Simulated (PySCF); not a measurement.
H2TcO: breathing scan

All numbers come from UPBE0 in PySCF with Tc def2-TZVP with ECP28, O def2-TZVP, H def2-TZVP; scalar-relativistic core potentials, no spin–orbit coupling; density-fitted integrals.

Rigid scan from the quartet minimum (Tc–H 1.655 Å (×2), Tc–O 1.667 Å; H–Tc–H 110.0°, H–Tc–O 112.3° (×2)). Coordinate: all bonds to the central atom scaled together. Energies in kJ/mol from the minimum.

Question: Predict the curve at 0.88, 0.92, 0.96, 1.00, 1.04, 1.08, 1.14, 1.22, 1.35.

Answer: 
```
scale of all bonds to the centre  E (kJ/mol)  dipole size (D)  ⟨S²⟩
                            0.88       230.5             1.05  3.76
                            0.92        91.5             1.59  3.76
                            0.96        20.5             2.07  3.76
                            1.00         0.0             2.48  3.77
                            1.04        16.5             2.84  3.78
                            1.08        59.2             3.15  3.80
                            1.14       154.8             3.54  3.85
                            1.22       307.6             3.82  4.10
                            1.35       509.4             3.29  5.13
```

Spin contamination is strong at 1.22, 1.35, so these points are less reliable.

Other spin states or occupations of the open shell can lie lower.

The scan took 47 s on 2 threads of a shared Arm Neoverse N1 host; the process peaked at 0.94 GiB.
